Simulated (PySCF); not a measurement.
Molecule: `InChI=1S/C6H7NO/c7-5-1-3-6(8)4-2-5/h1-4,8H,7H2`.

Structure with atom numbers: `[NH2:1][c:2]1[cH:3][cH:4][c:5]([OH:6])[cH:7][cH:8]1`. Each H is labelled by its parent atom.

Geometry PBE0-D3(BJ)/def2-SVP throughout; GIAO in PySCF 2.14, gas phase, one conformer, non-relativistic; equivalent atoms averaged; functional PBE0.

**Question.** How do the shifts δ (against NH3, TMS, H2O at the same level) depend on the basis set? (a selection of nuclei; ppm; last column core-seconds on shared hosts with different chips, so compare them loosely)

**Answer.** 
| basis set | functions | N1 | C5 | C2 | C3/C8 | C4/C7 | O6 | H(C4)/H(C7) | H(C3)/H(C8) | H(O6) | core-s |
| --- | --- | --- | --- | --- | --- | --- | --- | --- | --- | --- | --- |
| STO-3G | 47 | 36.0 | 120.2 | 112.3 | 100.4 | 100.2 | 64.6 | 6.00 | 5.88 | 2.75 | 4.4 |
| pcSseg-0 | 86 | 69.9 | 159.6 | 147.7 | 122.9 | 125.0 | 119.1 | 6.41 | 6.32 | 2.62 | 7.6 |
| 6-31G | 86 | 56.1 | 141.7 | 132.9 | 110.6 | 112.2 | 91.8 | 6.38 | 6.28 | 2.68 | 9.1 |
| 6-31G* | 126 | 55.1 | 139.0 | 130.8 | 108.2 | 108.9 | 89.4 | 6.23 | 6.15 | 2.74 | 14 |
| cc-pVDZ | 147 | 65.4 | 146.0 | 137.9 | 112.9 | 113.6 | 105.4 | 6.30 | 6.21 | 2.56 | 17 |
| def2-SVP | 147 | 63.8 | 144.6 | 136.0 | 111.4 | 112.2 | 104.4 | 6.29 | 6.20 | 2.74 | 15 |
| pcSseg-1 | 171 | 71.1 | 153.5 | 144.6 | 118.1 | 118.8 | 111.1 | 6.56 | 6.46 | 3.20 | 21 |
| aug-cc-pVDZ | 247 | 62.7 | 145.9 | 138.1 | 112.6 | 113.2 | 99.3 | 6.65 | 6.57 | 3.24 | 37 |
| 6-311+G(2d,p) | 258 | 66.2 | 152.2 | 143.1 | 116.8 | 117.3 | 102.6 | 6.62 | 6.55 | 3.00 | 38 |
| def2-TZVP | 290 | 68.0 | 154.3 | 145.7 | 118.0 | 118.4 | 107.1 | 6.60 | 6.54 | 3.05 | 46 |

**Question.** Which nucleus among those listed moves most, in ppm?

**Answer.** O6 (phenol-type oxygen): from 64.6 ppm with STO-3G to 119.1 ppm with pcSseg-0. The smallest spread is 0.65 ppm, at H(C4)/H(C7). Proton shifts span only some 12 ppm, so a few tenths of a ppm matter as much there as several ppm in carbon.

**Question.** Taking the largest basis, def2-TZVP (290 functions), as the yardstick, rank the others by their worst heavy-atom deviation.

**Answer.** pcSseg-1 4.0 ppm (171 functions), 6-311+G(2d,p) 4.5 ppm (258 functions), cc-pVDZ 8.3 ppm (147 functions), aug-cc-pVDZ 8.4 ppm (247 functions), def2-SVP 9.7 ppm (147 functions), pcSseg-0 12.1 ppm (86 functions), 6-31G 15.2 ppm (86 functions), 6-31G* 17.7 ppm (126 functions), STO-3G 42.4 ppm (47 functions).

A small basis that lands close on one nucleus may do so by chance; judge by the trend and by all nuclei.
